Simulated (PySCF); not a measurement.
PySCF input for B(F)2(Et) (C₂H₅BF₂), SMILES C(C)B(F)F, PBE/pcSseg-1. Geometry optimised at PBE0-D3(BJ)/def2-SVP. One conformer was computed; it need not be the lowest.

```python
import numpy as np
from pyscf import gto, scf, dft
from pyscf.prop.nmr import rks as nmr

mol = gto.M(
    atom='''
    B     0.01239307    0.60689203    0.00000000
    F    -1.30709108    0.69747293   -0.00000000
    F     0.67216877    1.75400595   -0.00000000
    C     0.76181410   -0.76282410   -0.00000000
    C    -0.12147437   -2.00331283   -0.00000000
    H     1.44425882   -0.75519095    0.87008005
    H     1.44425882   -0.75519095   -0.87008005
    H    -0.77612652   -2.03104522   -0.88431624
    H    -0.77612652   -2.03104522    0.88431624
    H     0.47403236   -2.92847618    0.00000000
    ''',
    basis='pcSseg-1',
    charge=0,
    spin=0,
    max_memory=1600,
    verbose=3,
)
mf = dft.RKS(mol, xc='pbe')
mf.grids.level = 3
mf.conv_tol = 1e-10
mf.max_cycle = 100
mf.kernel()
n = nmr.NMR(mf)
n.verbose = 2
n.max_cycle_cphf = 60
sigma = n.kernel()
print('atom   isotropic/ppm   span/ppm')
for i, s in enumerate(sigma):
    w = np.linalg.eigvalsh((s + s.T) / 2)
    print(f'{mol.atom_symbol(i):2s}{i + 1:3d} {w.mean():14.3f} {w[2] - w[0]:11.3f}')
```

Output:

```
converged SCF energy = -303.525239900662
atom   isotropic/ppm   span/ppm
B   1         65.585      46.205
F   2        220.994     349.917
F   3        222.375     314.563
C   4        172.449      25.343
C   5        171.690      16.578
H   6         30.231      10.110
H   7         30.231      10.110
H   8         30.248       9.809
H   9         30.248       9.809
H  10         30.258      11.467
```

Self-consistency was reached.

Cost: around 14 core-seconds (rough).
